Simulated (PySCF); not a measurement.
Input of a run on `C#C[Si@H](C#CC)O[SiH2]P`: the job's settings, then the atoms in Å.
```
{"job": {"kind": "uv", "xc": "CAM-B3LYP", "basis": "def2-SVPD", "solvent": "tetrahydrofuran", "nstates": 6, "ntriplets": 0}, "charge": 0, "multiplicity": 1}
C     -0.476296     3.774498     0.197448
C     -0.335708     2.749940    -0.443932
Si    -0.105965     1.210839    -1.415617
C     -1.193923    -0.080574    -0.734664
C     -1.811212    -1.008625    -0.239496
C     -2.525730    -2.120373     0.352962
O      1.464978     0.705332    -1.282697
Si     2.489213     0.009726    -0.172476
P      1.487030    -1.741615     0.857836
H     -0.599927     4.681616     0.762399
H     -0.383910     1.473454    -2.847467
H     -1.832234    -2.953623     0.549676
H     -3.319817    -2.482677    -0.317922
H     -2.990261    -1.827730     1.307273
H      2.942458     1.052017     0.796774
H      3.668091    -0.531197    -0.907325
H      0.857882    -0.934806     1.854115
H      2.655963    -1.968904     1.654698
```

Method: TDDFT CAM-B3LYP/def2-SVPD, vertical, IEF-PCM tetrahydrofuran (non-equilibrium linear response), core orbitals frozen in the response (PySCF, density fitting); geometry PBE0-D3(BJ)/def2-SVP, gas phase, not relaxed in the solvent; ε = 7.426, cavity from Bondi-type radii × 1.2. The static polarisability takes the continuum's full static response.

Problem. What does the run print?

Solution. 
```
coarse grid: 16968 points
cycle   1  E = -1190.5925376867  dE =  8.598e-01  |g| = 7.899e-01  |ddm| = 1.136e+01
cycle   2  E = -1190.5180569839  dE =  7.448e-02  |g| = 1.044e+00  |ddm| = 3.085e+00
cycle   3  E = -1190.7229961488  dE = -2.049e-01  |g| = 1.134e-01  |ddm| = 1.620e+00
cycle   4  E = -1190.7259516440  dE = -2.955e-03  |g| = 3.282e-02  |ddm| = 3.580e-01
cycle   5  E = -1190.7262299350  dE = -2.783e-04  |g| = 1.379e-02  |ddm| = 1.364e-01
cycle   6  E = -1190.7262735171  dE = -4.358e-05  |g| = 4.015e-03  |ddm| = 2.701e-02
cycle   7  E = -1190.7262779096  dE = -4.393e-06  |g| = 6.423e-04  |ddm| = 1.325e-02
final grid: 151376 points
cycle   8  E = -1190.8989343854  dE = -2.302e-05  |g| = 2.179e-03  |ddm| = 1.219e-01
cycle   9  E = -1190.8989346904  dE = -3.051e-07  |g| = 2.104e-03  |ddm| = 1.220e-02
cycle  10  E = -1190.8989356029  dE = -9.124e-07  |g| = 4.322e-04  |ddm| = 3.578e-03
cycle  11  E = -1190.8989356376  dE = -3.474e-08  |g| = 1.188e-04  |ddm| = 1.080e-03
cycle  12  E = -1190.8989356411  dE = -3.484e-09  |g| = 2.484e-05  |ddm| = 3.512e-04
cycle  13  E = -1190.8989356413  dE = -1.683e-10  |g| = 1.415e-05  |ddm| = 6.428e-05
converged SCF energy = -1190.8989356413

Static polarisability (au): isotropic 175.275, principal 150.011 161.956 213.856

Singlet excitations
state   eV       nm        f      main configurations
  1   5.6748    218.5   0.00112   H-1->L 0.66
  2   5.8975    210.2   0.00253   H-2->L 0.28, H-3->L 0.17, H-1->L+1 0.09
  3   5.9632    207.9   0.00127   H-3->L 0.32, H->L 0.11, H-1->L+1 0.09
  4   6.0651    204.4   0.00123   H-2->L+1 0.38, H-2->L+4 0.12, H->L+1 0.09
  5   6.2291    199.0   0.00224   H-4->L 0.25, H-3->L+1 0.15
  6   6.3046    196.7   0.00234   H-4->L+1 0.33, H-3->L+1 0.14
```

The cycles run first on a coarse grid and then on the final one, and are numbered through; the first dE on the final grid is taken against the last density's energy on that grid. Energies include the polarisation term of the continuum.

Problem. The same input without solvent ends at -1190.892379 Eh. What does the continuum change?

Solution. The energy falls by 0.006557 Eh, 17.21 kJ/mol; the polarisation term alone is -19.60 kJ/mol. HOMO -8.63 → -8.63 eV, LUMO 0.25 → 0.21 eV, dipole 2.01 → 2.61 D. The SCF took 13 cycles in the solvent and 13 in the gas phase.

Conformer computed: `[CH:1]#[C:2][Si@H:3]([C:4]#[C:5][CH3:6])[O:7][SiH2:8][PH2:9]`: C2–Si3–O7–Si8 73°, Si3–O7–Si8–P9 46°, H–P9–Si8–O7 -86°, H–P9–Si8–O7 -179°.
